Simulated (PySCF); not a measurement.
SMILES c1coc([SiH2][SiH2]c2occc2)c1 (GFN2-xTB optimised geometry):

```
22

C      4.119    -2.098    -0.026
C      2.982    -2.840    -0.135
O      1.898    -2.058    -0.052
C      2.321    -0.778     0.115
Si     0.986     0.532     0.259
Si    -1.023    -0.584    -0.005
C     -2.344     0.747     0.000
C     -3.711     0.747     0.000
C     -4.124     2.098     0.000
C     -2.978     2.833     0.000
O     -1.904     2.033     0.000
C      3.689    -0.762     0.137
H      5.128    -2.457    -0.057
H      2.824    -3.892    -0.271
H      1.283     1.558    -0.751
H      1.166     1.193     1.562
H     -1.369    -1.532     1.066
H     -1.165    -1.336    -1.262
H     -4.341    -0.119     0.001
H     -5.128     2.472     0.000
H     -2.805     3.892    -0.001
H      4.306     0.105     0.255
```

Method: PBE0/def2-SVP (PySCF 2.14.0).

**Question.** What are the frontier orbital energies and the dipole moment?

**Answer.** HOMO-2 -8.13 eV, HOMO-1 -6.63 eV, HOMO -6.59 eV, LUMO -0.27 eV, LUMO+1 0.00 eV; dipole moment 0.03 D.

Meta-Löwdin charges at PBE0/def2-SVP: C1 -0.17, C2 0.05, O3 -0.23, C4 -0.07, Si5 0.37, Si6 0.37, C7 -0.07, C8 -0.15, C9 -0.17, C10 0.05, O11 -0.23, C12 -0.15, H13 0.12, H14 0.13, H15 -0.08, H16 -0.08, H17 -0.08, H18 -0.08, H19 0.12, H20 0.12, H21 0.13, H22 0.12.
